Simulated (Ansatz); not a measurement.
Cl₃HHfO, SMILES `[OH][Hf]([Cl])([Cl])[Cl]`, 6 atoms. Charge 0, multiplicity 1. Correlated methods include outer-core shells of Hf, which these sets cover unevenly. Hf takes the def2 core potential. All runs use 4 threads of an Arm Neoverse V1 on a shared host. Correlated methods freeze the cores.

(1) Give the basis size and wall time and peak host memory of each of these runs in Ansatz. RKS PBE0-D4/def2-TZVP relaxation (5 steps); RKS ωB97M-V/def2-QZVPP energy; RKS PBE0-D4/def2-SVP energy; RKS r2SCAN-D4/def2-TZVPP energy and forces; direct RPA on PBE orbitals/def2-TZVPP energy; RHF-CCSD(T)/def2-SVP energy; RKS PBE0-D4/def2-TZVP frequencies; RKS ωB97M-V/def2-SVP energy; RKS PBE-D4/def2-TZVPP energy and forces; RHF-MP2/def2-QZVPP energy; RKS ωB97X-V/def2-TZVPP energy; RKS BHLYP-D4/def2-TZVPP energy. (An estimate is asked.)

Answers

(1) Ansatz gave: Other jobs shared the machine, so times are rough.

| level | job | functions | wall time | peak host memory (GiB) |
| --- | --- | --- | --- | --- |
| RKS PBE0-D4/def2-SVP | energy | 105 | 1.6 s | 0.43 |
| RKS PBE-D4/def2-TZVPP | energy and forces | 227 | 2.7 s | 0.34 |
| RKS BHLYP-D4/def2-TZVPP | energy | 227 | 4.2 s | 0.72 |
| RKS r2SCAN-D4/def2-TZVPP | energy and forces | 227 | 6 s | 0.37 |
| direct RPA on PBE orbitals/def2-TZVPP | energy | 227 | 6 s | 0.52 |
| RHF-CCSD(T)/def2-SVP | energy | 105 | 7 s | 0.47 |
| RKS ωB97M-V/def2-SVP | energy | 105 | 7.5 s | 0.43 |
| RKS ωB97X-V/def2-TZVPP | energy | 227 | 10 s | 0.83 |
| RHF-MP2/def2-QZVPP | energy | 378 | 13 s | 1.6 |
| RKS ωB97M-V/def2-QZVPP | energy | 378 | 21 s | 1.8 |
| RKS PBE0-D4/def2-TZVP | relaxation (5 steps) | 188 | 22 s | 0.59 |
| RKS PBE0-D4/def2-TZVP | frequencies | 188 | 100 s | 0.59 |
